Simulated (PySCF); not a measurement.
C2H6GeN2, SMILES [NH2][Ge@H]1[CH]=N[CH2]1. Atoms are numbered in the order given.

```xyz
11

N      1.9105     0.0061     0.8002
Ge     0.4108    -0.2099    -0.2374
C     -1.3068    -0.7120     0.6129
N     -1.9860     0.3005     0.2025
C     -1.0375     1.1719    -0.5259
H      2.7847     0.1559     0.2974
H      1.8416     0.6712     1.5693
H      0.8930    -1.0221    -1.4612
H     -1.7737    -1.5132     1.2056
H     -0.9152     2.1350    -0.0033
H     -1.3828     1.3836    -1.5515
```

The structure is a stationary point at TPSSh-D3(BJ)/def2-SVP. The structure was generated by enumeration; whether it is a known compound was not checked. One conformer was computed; it need not be the lowest.

Two levels are set side by side: PBE/pcSseg-1 (PySCF) and B3LYP/pcSseg-1 (PySCF). GIAO shifts against GeH4 (⁷³Ge), NH3 (¹⁵N), TMS (¹H), TMS (¹³C) at the same level; non-relativistic, no solvent, atoms listed together averaged. Differences are taken from unrounded values.

| quantity | B3LYP | PBE | PBE minus B3LYP |
|---|---|---|---|
| δ(¹⁵N) of N1 (ppm) | 37.4 | 43.5 | 6.1 |
| δ(⁷³Ge) of Ge2 (ppm) | 371.5 | 384.6 | 13.2 |
| δ(¹³C) of C3 (ppm) | 199.3 | 195.7 | -3.6 |
| δ(¹⁵N) of N4 (ppm) | 512.1 | 497.1 | -15.0 |
| δ(¹³C) of C5 (ppm) | 77.4 | 78.2 | 0.8 |
| δ(¹H) of H6, H7 (ppm) | 1.30 | 1.42 | 0.13 |
| δ(¹H) of H8 (ppm) | 6.18 | 6.49 | 0.31 |
| δ(¹H) of H9 (ppm) | 8.58 | 8.59 | 0.01 |
| δ(¹H) of H10, H11 (ppm) | 4.67 | 4.77 | 0.10 |

Rough cost on one machine, each run with all the roots and properties that it gave: B3LYP against PBE within a factor of 2.
